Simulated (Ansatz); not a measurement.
Consider the ligand exchange at a B–C bond: `BCC[SiH2]C` + `N=C(F)S` → `B/N=C(/F)S` + `CC[SiH2]C`.

Computed with Ansatz on PBE0-D4/def2-TZVP structures; ΔE is electronic, products minus reactants. CBS: MP2 limit from def2 TZ/QZ plus the TZ coupled-cluster correction, frozen cores. DFT in def2-TZVPP. B3LYP here is the variant with VWN-RPA as its local correlation; programs differ in this. Each species was taken in one conformer, which may not be the lowest.

(1) Is it downhill or uphill in electronic energy at CCSD(T)/CBS, and by how much? (Estimate.)

(2) What do these levels give: r2SCAN-D4, PBE0-D4, PBE, B3LYP, MP2/def2-TZVPP, SCS-MP2/def2-TZVPP? (An estimate is asked.)

Largest T1 diagnostic among the species: 0.015.

Results:

(1) Ansatz gave: Downhill: ΔE = -113.7 kJ/mol.

(2) The calculation gave: r2SCAN-D4 -123.8, PBE0-D4 -121.7, PBE -127.5, B3LYP -129.3, MP2/def2-TZVPP -118.8, SCS-MP2/def2-TZVPP -116.9 kJ/mol.

In def2-TZVPP, CCSD(T) changes the Hartree–Fock value by −3.3 kJ/mol (the triples alone add −1.5 kJ/mol) and MP2 by −7.5 kJ/mol. From PBE to PBE0 (25 % exact exchange), in def2-TZVPP and without D4, ΔE moves by +5.1 kJ/mol.
